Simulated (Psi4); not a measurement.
C2H11BiSi2 (SMILES C[CH2][Bi]([SiH3])[SiH3]), singlet, geometry from GFN2-xTB (such geometries of metal compounds can be far from the true shape) (core potentials on Bi); PBE0/def2-TZVPPD (Psi4 1.11).

Input for Psi4:
```
memory 2 GB

molecule mol {
0 1
  Bi    0.004255   -0.050493    0.552517
  C    -0.412443   -1.757175   -0.918433
  C    -1.894787   -2.078508   -1.013547
  H     0.139581   -2.637282   -0.590961
  H    -0.031376   -1.471686   -1.896124
  H    -2.452370   -1.213821   -1.370537
  H    -2.294240   -2.364534   -0.041138
  H    -2.072999   -2.904089   -1.704419
  Si    2.310717    0.466020   -0.562863
  H     3.342902   -0.473514   -0.122077
  H     2.809833    1.799019   -0.229716
  H     2.272209    0.381579   -2.019312
  Si   -1.164161    1.674358   -1.025047
  H    -2.616522    1.683427   -0.834829
  H    -0.937759    1.394190   -2.439465
  H    -0.720830    3.046478   -0.787707
}

set basis def2-tzvppd
set reference rks

energy('pbe0')
print_variables()
```

The log (banner, timings and long lists left out):

```
   => Loading Basis Set <=

    Name: DEF2-TZVPPD
    Role: ORBITAL
    Keyword: BASIS

    !!!  WARNING: ECP capability is in beta. Please check occupations closely.  !!!

         ---------------------------------------------------------
                                   SCF
               by Justin Turney, Rob Parrish, Andy Simmonett
                          and Daniel G. A. Smith
                              RKS Reference
         ---------------------------------------------------------

  ==> Geometry <==

    Molecular point group: c1
    Full point group: C1

    Geometry (in Angstrom), charge = 0, multiplicity = 1:

       Center              X                  Y                   Z               Mass
    ------------   -----------------  -----------------  -----------------  -----------------
         BI          -0.004737554687    -0.052223292286     0.433437893818   208.980399100000
         C           -0.421435554687    -1.758905292286    -1.037512106182    12.000000000000
         C           -1.903779554687    -2.080238292286    -1.132626106182    12.000000000000
         H            0.130588445313    -2.639012292286    -0.710040106182     1.007825032230
         H           -0.040368554687    -1.473416292286    -2.015203106182     1.007825032230
         H           -2.461362554687    -1.215551292286    -1.489616106182     1.007825032230
         H           -2.303232554687    -2.366264292286    -0.160217106182     1.007825032230
         H           -2.081991554687    -2.905819292286    -1.823498106182     1.007825032230
         SI           2.301724445313     0.464289707714    -0.681942106182    27.976926534650
         H            3.333909445313    -0.475244292286    -0.241156106182     1.007825032230
         H            2.800840445313     1.797288707714    -0.348795106182     1.007825032230
         H            2.263216445313     0.379848707714    -2.138391106182     1.007825032230
         SI          -1.173153554687     1.672627707714    -1.144126106182    27.976926534650
         H           -2.625514554687     1.681696707714    -0.953908106182     1.007825032230
         H           -0.946751554687     1.392459707714    -2.558544106182     1.007825032230
         H           -0.729822554687     3.044747707714    -0.906786106182     1.007825032230

  Running in c1 symmetry.

  Rotational constants: A =      0.05058  B =      0.03899  C =      0.03304 [cm^-1]
[...]
   @DF-RKS iter   5:  -876.14768081181569   -1.53937e-02   8.24024e-05 DIIS
   @DF-RKS iter   6:  -876.14829865631123   -6.17844e-04   2.35151e-05 DIIS
   @DF-RKS iter   7:  -876.14834651793524   -4.78616e-05   8.99343e-06 DIIS
   @DF-RKS iter   8:  -876.14835171321158   -5.19528e-06   1.75068e-06 DIIS
   @DF-RKS iter   9:  -876.14835190233850   -1.89127e-07   5.82137e-07 DIIS
  Energy and wave function converged.

  ==> Post-Iterations <==

   Electrons on quadrature grid:
      Ntotal   =   73.9999669014 ; deviation = -3.310e-05

    Orbital Energies [Eh]
    ---------------------

    Doubly Occupied:

[...]
      37A     -0.254450

    Virtual:

[...]
     413A    120.310432

    Final Occupation by Irrep:
              A
    DOCC [    37 ]
    NA   [    37 ]
    NB   [    37 ]

  @DF-RKS Final Energy:  -876.14835190233850

   => Energetics <=

    Nuclear Repulsion Energy =            408.9175426374316658
    One-Electron Energy =               -2100.6266518747229384
    Two-Electron Energy =                 871.4502378415850217
    DFT Exchange-Correlation Energy =     -55.8894805066323386
    Empirical Dispersion Energy =           0.0000000000000000
    VV10 Nonlocal Energy =                  0.0000000000000000
    Total Energy =                       -876.1483519023385043

Computation Completed

Properties will be evaluated at   0.000000,   0.000000,   0.000000 [a0]

Properties computed using the SCF density matrix

 Multipole Moments:

 ------------------------------------------------------------------------------------
     Multipole            Electronic (a.u.)      Nuclear  (a.u.)        Total (a.u.)
 ------------------------------------------------------------------------------------

 L = 1.  Multiply by 2.5417464519 to convert [e a0] to [Debye]
 Dipole X            :          1.5466280           -1.7399673           -0.1933393
 Dipole Y            :         -5.9300289            5.4831922           -0.4468366
 Dipole Z            :         79.4812106          -79.2983277            0.1828829
 Magnitude           :                                                    0.5200858

 ------------------------------------------------------------------------------------

  Variable Map:
  ----------------------------------------------------------------------------
[...]
  Array Variable Map:
  ----------------------------------------------------------------------------
[...]
[...]
```
